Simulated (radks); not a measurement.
Removal energies from the palladium ion Pd6+, [Kr] 4d4, by Delta-SCF beside the eigenvalue of the level emptied. Method: scalar-relativistic Kohn-Sham, LDA (Slater exchange, Perdew-Wang correlation), spin-polarised, spherical densities, finite nucleus; Fermi nuclear charge, rms radius of each element as measured or else 0.836 A^(1/3) + 0.57 fm; computed with a radial shooting solver on a logarithmic mesh with Libxc functionals. Open shells are filled with parallel spins first.

| removed from | final configuration | Delta-SCF (eV) | -eigenvalue (eV) |
|---|---|---|---|
| 4d | [Kr] 4d3 | 102.68 | 93.540 |
| 4p | [Ar] 3d10 4s2 4p5 4d4 | 152.65 | 142.72 |
| 4s | [Ar] 3d10 4s1 4p6 4d4 | 188.85 | 178.38 |
| 3d | [Ar] 3d9 4s2 4p6 4d4 | 448.47 | 425.90 |
